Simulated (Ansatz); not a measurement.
Computed with Ansatz on PBE0-D4/def2-TZVP structures; ΔE is electronic, products minus reactants. CCSD(T)/CBS is the MP2 limit (def2-TZVPP, def2-QZVPP) plus CCSD(T) − MP2 in def2-TZVPP, frozen cores. This one scheme is used for every species. DFT in def2-TZVPP. Triplets are unrestricted, without spin–orbit coupling. One conformer a species, not always the lowest.

Consider the formal loss of a carbene: `CS[Si](F)(Cl)Cl` → `[CH2]` (triplet) + `F[Si](S)(Cl)Cl`.

CCSD(T)/CBS gives +102.4 kcal/mol.

Task: Another level gave +99.9 kcal/mol. Which?
A. B2PLYP/def2-TZVPP
B. BLYP/def2-TZVPP
C. CAM-B3LYP-D4/def2-TZVPP
D. BHLYP/def2-TZVPP

Result: A. B2PLYP 99.9, BLYP 97.5, BHLYP 95.6, CAM-B3LYP-D4 101.5 kcal/mol.

Largest T1 diagnostic among the species: 0.011.

In def2-TZVPP, CCSD(T) changes the Hartree–Fock value by +32.7 kcal/mol (the triples alone add +3.0 kcal/mol) and MP2 by +36.2 kcal/mol. From BLYP to BHLYP (50 % exact exchange), in def2-TZVPP and without D4, ΔE moves by −1.8 kcal/mol. Leaving LDA and LC-ωPBE aside and taking each functional with its dispersion term where it has one, the values, not all of them listed here, spread over 8.8 kcal/mol, from r2SCAN0-D4 to ωB97X-V. LDA lies +16.5 kcal/mol from PBE without D4.
